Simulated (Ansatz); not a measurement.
Reactions of C2H6OSi (`OC=C[SiH3]`).

Program: Ansatz. Geometries: PBE0-D4/def2-TZVP. ΔE: electronic, gas phase. CCSD(T)/CBS is the MP2 limit (def2-TZVPP, def2-QZVPP) plus CCSD(T) − MP2 in def2-TZVPP, frozen cores. This one scheme is used for every species, atoms too. Double bonds are as drawn, so ΔE can hold a change between cis and trans. DFT in def2-TZVPP. Open shells (•) are unrestricted, without spin–orbit coupling. Spin–orbit coupling would lower the free atoms: a little for C, O, Si. One conformer a species, not always the lowest.

```
                                                 reaction  PBE0-D4 (kJ/mol)  CCSD(T)/CBS(def2) (kJ/mol)
`O/C=C/[SiH3]` + `BOC(=C)N` → `B[SiH2]/C=C/O` + `C=C(N)O`               132                         160
                           `O/C=C/[SiH3]` → `[SiH3]C1CO1`                85                          93
                            `O/C=C/[SiH3]` → `C[SiH2]C=O`               -16                         -18
                           `O/C=C/[SiH3]` → `C1OC[SiH2]1`                68                          76
                            `O/C=C/[SiH3]` → `C=C[SiH2]O`              -121                        -139
                          `O/C=C/[SiH3]` → `CC(=O)[SiH3]`                -5                          -4
                 `O/C=C/[SiH3]` + HCl → `O/C=C\Cl` + SiH₄                59                          63
                  `O/C=C/[SiH3]` + H₂ → `C=C[SiH3]` + H₂O               -56                         -70
                           `O/C=C/[SiH3]` → `C1C[SiH2]O1`               -93                         -93
                  `O/C=C/[SiH3]` → 2 C• + 6 H• + O• + Si•              3682                        3686
```

Largest T1 diagnostic: 0.015, for `CC(=O)[SiH3]`.
